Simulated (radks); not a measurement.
Q: All-electron atom: F3+ in [He] 2s1 2p2 3p1 (not the ground configuration). Method: Dirac Kohn-Sham, PBE, spin-unpolarised, spherical densities, point nucleus; open shells fill j = l - 1/2 first; computed with a radial shooting solver on a logarithmic mesh with Libxc functionals.

Spin-orbit splittings of the eigenvalues, e(l+1/2) - e(l-1/2), with zeta = 2 splitting/(2l+1) and mean radii in bohr:

shell  occ.  splitting (eV)  zeta (eV)  <r> j=l-1/2  <r> j=l+1/2
2p        2               ?          ?       0.7868       0.7878
3p        1         0.01928    0.01286        2.457        2.459
3d        0        0.002488  0.0009953        2.390        2.390

Estimate the 2p splitting.

A: 0.1124 eV (zeta = 0.07493 eV).
